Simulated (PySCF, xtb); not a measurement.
disilanyl(ethenyl)silane (C₂H₁₀Si₃), SMILES [SiH2]([SiH2]C=C)[SiH3].

GFN2-xTB in xtb 6.7.1 at its own geometry gives an orbital gap of 3.43 eV and a dipole moment of 0.18 D.

Geometry optimised at B3LYP-D3(BJ)/def2-SVP. The values are those of a single conformer.

Question: What does CAM-B3LYP/def2-TZVP (PySCF) give? (The exact figures need the calculation; the answer reports its results.)

Answer: gap 9.13 eV (levels -8.73 and 0.40 eV), dipole 0.66 D.
